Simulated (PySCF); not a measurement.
C4H7F3S.
Structure used (PBE0-D3(BJ)/def2-SVP), in Å, numbered top down from 1:
```
atom  x, y, z in Å
C1    -1.9380    0.0999   -0.2798
C2    -1.1251    0.9017    0.7157
S3    -0.0038   -0.0737    1.7649
C4     1.0159   -0.9507    0.5650
C5     1.9672   -0.0945   -0.2372
F6     2.7624    0.6419    0.5310
F7     1.3118    0.7397   -1.0580
F8     2.7443   -0.8680   -1.0048
H9    -2.4745   -0.7242    0.2136
H10   -2.6775    0.7476   -0.7762
H11   -1.3011   -0.3229   -1.0711
H12   -1.7793    1.3865    1.4576
H13   -0.5559    1.7006    0.2185
H14    0.4145   -1.5445   -0.1392
H15    1.6227   -1.6537    1.1540
```

Computed with PBE0-D3(BJ)/def2-SVP geometry optimisation, gas phase in PySCF.

Masses are those of the commonest isotopes; rigid-rotor values at the optimised geometry. The values belong to one conformer with, in the numbering `[CH3:1][CH2:2][S:3][CH2:4][C:5]([F:6])([F:7])[F:8]`, C1–C2–S3–C4 56°, C2–S3–C4–C5 69°.

(1) Give the principal moments of inertia and the rotational constants in MHz.

(2) Classify the top.

(3) What does the inertial defect say?

(4) Give the other two planar moments, Paa and Pbb, and the rms extents of the mass along the axes.

(5) Which lines would a microwave search look for?

(6) Estimate the classical rotational partition function at 25 K, 200 K and 298.15 K.

Results:

(1) Ia = 184.64, Ib = 451.14, Ic = 515.23 u·Å²; 505379 MHz·u·Å²/I gives A = 2737, B = 1120, C = 980.9 MHz.

(2) An asymmetric top: κ = (2 × 1120 − 2737 − 980.9)/(2737 − 980.9) = -0.84.

(3) Not planar: Δ = Ic − Ia − Ib = -120.56 u·Å². For a rigid frame Δ = −2 Σ m c², so Σ m c² = 60.28 u·Å² lies off the ab plane: 10.37 from hydrogen and 49.91 from heavier atoms. The atom farthest from that plane is 1.66 Å away.

(4) Paa = Σ m a² = (Ib + Ic − Ia)/2 = 390.86 and Pbb = Σ m b² = (Ia + Ic − Ib)/2 = 124.36 u·Å². With the mass M = 144.02 u, the rms extents √(P/M) along a, b and c are 1.65, 0.93, 0.65 Å.

(5) The dipole components are |μa| = 1.41 D, |μb| = 0.82 D, |μc| = 0.96 D. Intensities carry the squares of the components, which stand as 1.00 : 0.33 : 0.46 (a : b : c). Some lines, for components of 0.1 D or more:

```csv
type,branch,"J(Ka,Kc)",MHz,lower level (cm⁻¹)
c,Q,"3(1,3) ← 3(0,3)",1306,0.419
c,Q,"2(1,2) ← 2(0,2)",1486,0.210
c,Q,"1(1,1) ← 1(0,1)",1617,0.070
b,R,"2(0,2) ← 1(1,1)",2577,0.124
c,R,"1(1,0) ← 0(0,0)",3857,0.000
a,R,"2(1,2) ← 1(1,1)",4063,0.124
a,R,"2(1,1) ← 1(1,0)",4342,0.129
b,Q,"3(2,2) ← 3(1,3)",5483,0.463
b,R,"2(1,2) ← 1(0,1)",5680,0.070
a,R,"3(2,1) ← 2(2,0)",6338,0.436
```

(6) Point group C1, symmetry number σ = 1; q = (√π/σ)·√((kT/h)³/(ABC)), k/h = 20836.6 MHz/K: 12200 at 25 K, 275000 at 200 K, 500000 at 298.15 K.

No PBE0-D3(BJ)/def2-SVP frequencies stand behind this structure, so it isn't proved a minimum. No vibrational averaging or centrifugal distortion is included, and the geometry carries the error of its method. A rigid rotor knows nothing of internal rotation, which can split or shift real lines.

The run took 96 s on Intel Xeon at 2.80 GHz, one thread, shared host with 64 logical CPUs at a one-minute load of 18, and the process peaked at 0.61 GiB of memory. That covers the optimisation of the geometry.
